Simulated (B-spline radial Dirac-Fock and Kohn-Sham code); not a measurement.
# Satellites and hypersatellites of the K lines of Cd²⁺

System: the Cd²⁺ ion in the configuration [Kr] 4d10.

The run's input, task.json:

```json
{"items": [{
  "Z": 48,
  "q": 2,
  "cfg": [[1, 0, 2], [2, 0, 2], [2, 1, 6], [3, 0, 2], [3, 1, 6], [3, 2, 10], [4, 0, 2], [4, 1, 6], [4, 2, 10]],
  "A": 114,
  "rrms": 4.6087,
  "do": ["binding", "quiet", "double"]
}]}
```

Command: `python xray_run.py task.json out`

Method: relaxed Dirac-Fock hole states (ΔSCF) with Breit and QED corrections and a finite nucleus. Computed with an atomic code on a B-spline grid. Each two-hole energy is an average over J within one jj subconfiguration, not an observable level; in light atoms, where LS coupling holds, the j-resolved values are not observed lines, and for a K spectator the Kα1 hypersatellite is nearly forbidden. Correlation energy is missing from these numbers.

Lines without a spectator: Kα2 (K-L2) 22982.4 eV, Kα1 (K-L3) 23172.2 eV, Kβ3 (K-M2) 26056.5 eV, Kβ1 (K-M3) 26091.2 eV. Shifts in eV with one spectator hole (a dash: not computed, or left out as unreliable):

```csv
spectator hole,Kα2,Kα1,Kβ3,Kβ1
K (1s),+548.4,+564.4,+698.6,+701.9
L2 (2p1/2),+59.9,+75.4,–,+159.9
L3 (2p3/2),+59.3,+59.3,+142.7,–
M2 (3p1/2),–,+8.51,+18.94,+23.09
M3 (3p3/2),+6.40,–,+19.74,+19.16
M4 (3d3/2),+1.11,-1.39,–,–
M5 (3d5/2),-1.82,-0.01,–,–
```

With n spectator holes in 2p, averaged over the 2p shell (energies in eV):

```
n     KαLⁿ   step  hypersatellite KαʰLⁿ
0  23108.9      –               23668.0
1  23172.5  +63.6               23733.0
2  23237.4  +64.9               23799.3
3  23303.5  +66.1               23866.8
4  23370.9  +67.4               23935.6
5  23439.5  +68.6               24005.7
```
